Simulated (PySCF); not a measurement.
Species: SnHMe2F, C2H7FSn.
Bonds: Sn1–C3, Sn1–C7, Sn1–F11. Hydrogens: H2 on Sn1; H4, H5, H6 on C3; H8, H9, H10 on C7.

Computed by this run: PBE0-D3(BJ)/def2-SVP geometry optimisation, gas phase, def2 core potentials past Kr (PySCF 2.14.0); density fitting, grid level 1; the optimiser is geomeTRIC in internal coordinates, started from a GFN2-xTB structure with every atom displaced at random (about 0.03 Å).

The end geometry, which sets the zero of energy:
```
atom  x, y, z in Å
Sn1    -0.2853   -0.5180    0.4888
H2     -0.4758   -0.8191    2.1692
C3      1.7467   -0.5781   -0.1746
H4      2.3150    0.2520    0.2698
H5      1.7772   -0.4880   -1.2694
H6      2.2111   -1.5288    0.1216
C7     -1.3705    1.1881   -0.2087
H8     -2.4215    1.1178    0.1036
H9     -1.3216    1.2292   -1.3058
H10    -0.9338    2.1090    0.2044
F11    -1.1435   -2.0495   -0.3680
```

Question: These geometries come from the run, each turned onto the end geometry. Order them by energy, lowest first.
A.
```
atom  x, y, z in Å
Sn1    -0.2535   -0.4902    0.5125
H2     -0.4903   -0.8011    2.1856
C3      1.7657   -0.5923   -0.1784
H4      2.3839    0.1899    0.2735
H5      1.7920   -0.4753   -1.2714
H6      2.2033   -1.5666    0.0902
C7     -1.3888    1.2022   -0.2107
H8     -2.4430    1.0654    0.0806
H9     -1.3180    1.2419   -1.3118
H10    -1.0205    2.1483    0.2151
F11    -1.1328   -2.0076   -0.3542
```
B.
```
atom  x, y, z in Å
Sn1    -0.1852   -0.4978    0.5311
H2     -0.5266   -0.8432    2.1549
C3      1.7535   -0.6059   -0.1920
H4      2.5331    0.1760    0.2832
H5      1.8157   -0.5061   -1.2749
H6      2.1865   -1.5640    0.0916
C7     -1.4221    1.2248   -0.2277
H8     -2.4417    1.1007    0.0367
H9     -1.3779    1.2524   -1.2532
H10    -1.1083    2.1642    0.2000
F11    -1.1290   -1.9867   -0.3188
```
C.
```
atom  x, y, z in Å
Sn1    -0.2629   -0.4577    0.5134
H2     -0.5553   -0.7745    2.1805
C3      1.7572   -0.5740   -0.1935
H4      2.4092    0.1843    0.2533
H5      1.8087   -0.4605   -1.2852
H6      2.1959   -1.5457    0.0863
C7     -1.3690    1.1710   -0.2002
H8     -2.4206    1.0239    0.0906
H9     -1.2892    1.1934   -1.2964
H10    -1.0081    2.1157    0.2333
F11    -1.1679   -1.9615   -0.3511
```
D.
```
atom  x, y, z in Å
Sn1    -0.2740   -0.4991    0.4965
H2     -0.4651   -0.7875    2.1800
C3      1.7546   -0.5867   -0.1740
H4      2.3466    0.2191    0.2814
H5      1.7722   -0.4758   -1.2670
H6      2.1911   -1.5577    0.0957
C7     -1.3770    1.1898   -0.2082
H8     -2.4312    1.0810    0.0802
H9     -1.3089    1.2378   -1.3036
H10    -0.9820    2.1232    0.2173
F11    -1.1282   -2.0296   -0.3676
```

Answer: D (0.005 eV), A (0.017 eV), C (0.053 eV), B (0.494 eV).

In the order of the answer:

```
step  E above end (eV)  largest force (eV/Å)  rms force component (eV/Å)  rms distance from end (Å)  rms bond change (Å)  bond most changed (Å)
   4             0.005                  0.06                       0.016                      0.033                0.001          Sn1–C7 -0.002
   2             0.017                  0.40                       0.103                      0.053                0.008          Sn1–C7 +0.023
   1             0.053                  0.64                       0.183                      0.073                0.014          Sn1–C7 -0.045
   0             0.494                  3.52                       1.210                      0.109                0.060          Sn1–C7 +0.113
```

The cost below is that of the whole optimisation. Hardware: Intel Xeon Platinum 8488C, one thread, shared host. Cost: 44 s, 0.41 GiB resident at most.
